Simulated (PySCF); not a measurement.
# Radial density of Be (beryllium, neutral)

M06-L, [He] 2s2, closed-shell 1S. Computed with PySCF 2.14 in pcseg-2, with the non-relativistic Hamiltonian (point nucleus).

```csv
r (bohr),4πr²ρ (e/bohr)
0.00835,0.02940
0.0140,0.07982
0.0236,0.2083
0.0397,0.5187
0.0668,1.180
0.112,2.329
0.189,3.617
0.318,3.827
0.535,2.193
0.900,0.6350
1.51,0.6771
2.54,0.7200
4.28,0.1841
7.20,0.004668
```
